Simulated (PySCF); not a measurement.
**BiOF: from structure and modes to constants**

Computed with PBE0 in PySCF with Bi def2-SVP with ECP60, O def2-SVP, F def2-SVP; scalar-relativistic core potentials, no spin–orbit coupling; density-fitted integrals.

The singlet minimum has Cs symmetry. Masses (u): Bi 208.98038, O 15.99492, F 18.99840.

```xyz
3
charge 0 multiplicity 1, angstrom
Bi   -0.0270    0.0000   -0.1761
O    -1.5133    0.0000    1.0265
F     1.5680    0.0000    1.1044
```

Harmonic wavenumbers (cm⁻¹): 202.7 (a', ×1), 573.5 (a', ×1), 806.4 (a', ×1).

Problem. Find the principal moments of inertia and the rotational constants. What kind of rotor is it?

Solution. About the centre of mass I = 44.412, 85.585, 130 u Å². With B = 16.8576/I this gives 0.3796, 0.197, 0.1297 cm⁻¹. The molecule is an asymmetric top with κ = -0.46.

Problem. Find the vibrational entropy and heat capacity at 298.15 K.

Solution. With u = 1.43878 ω/T, each mode gives S = R[u/(eᵘ−1) − ln(1−e⁻ᵘ)] and C = R u² eᵘ/(eᵘ−1)².
| ω (cm⁻¹) | u | S (J/(mol K)) | C (J/(mol K)) |
| --- | --- | --- | --- |
| 202.7 | 0.978 | 8.82 | 7.68 |
| 573.5 | 2.767 | 2.08 | 4.55 |
| 806.4 | 3.891 | 0.85 | 2.68 |
The sums over all modes are S = 11.8 and C = 14.9 J/(mol K); the softest mode gives 75 % of the entropy.

Problem. Give the standard entropy (298.15 K, 1 bar) by its translational, rotational, vibrational and spin parts, and Cp.

Solution. Sackur–Tetrode with M = 243.97 u gives 177.4; rotation with symmetry number 1 gives 103.0; vibration 11.8; spin R ln 1 = 0.0. The total is 292.2 J/(mol K), and Cp = 4 R + 14.9 = 48.2 J/(mol K).

Other isomers or separated fragments may lie lower. No spin–orbit coupling is included, which matters more the heavier the element.
